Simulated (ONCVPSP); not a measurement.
How hard is this aluminium (Al) ONCV potential?

ONCVPSP 4.0.1 input, shortened (lines: element, Z, core and valence counts, functional; n l f; lmax; l rc ep ncon nbas qcut; lloc lpopt rc5 dvloc0; l nproj debl; icmod fcfact rcfact), LDA (Perdew-Wang 92), scalar-relativistic:

```
  Al 13.00    3    1  -001012      upf
    1    0    2.00
    2    0    2.00
    2    1    6.00
    3    0    2.00
    2
    0    2.20    0.00    4    8    2.30
    1    2.00    0.06    5    9    3.90
    2    2.15    0.41    3    6    5.10
    1    5    2.00    0.00
    0    3    0.60
    1    0    4.00
    2    2    3.00
    1    0.25    0.00
```

In the p channel the program set the typed energies aside and used 0.050 Ha.

For each optimised wave give the share of its norm inside rc, the residual kinetic energy above qcut (Ha) and the cutoffs (Ha) for errors of 10, 1, 0.1 and 0.01 mHa per electron.

```
         wave  norm inside rc  residual KE  10 mHa  1 mHa  0.1 mHa  0.01 mHa
           3s           0.478      1.0e-02     2.6   20.1     34.7      41.3
s projector 2           0.170      1.1e-02     2.7    8.3     28.7      48.2
s projector 3           0.109      2.7e-02     3.5    8.6     19.6      46.8
p projector 1           0.122      4.3e-05     1.7    2.7      6.6      13.3
d projector 1           0.223      3.3e-05     6.2    9.3     11.8      24.9
d projector 2           0.158      7.6e-03    12.5   29.6     43.7      81.2
```

The occupied waves need 20 Ha and 35 Ha for 1 and 0.1 mHa. Note: ghosts flagged at negative energy: s at -246.2 eV; no localised positive-energy state flagged. A true bound ghost makes a file unfit for plane-wave use.
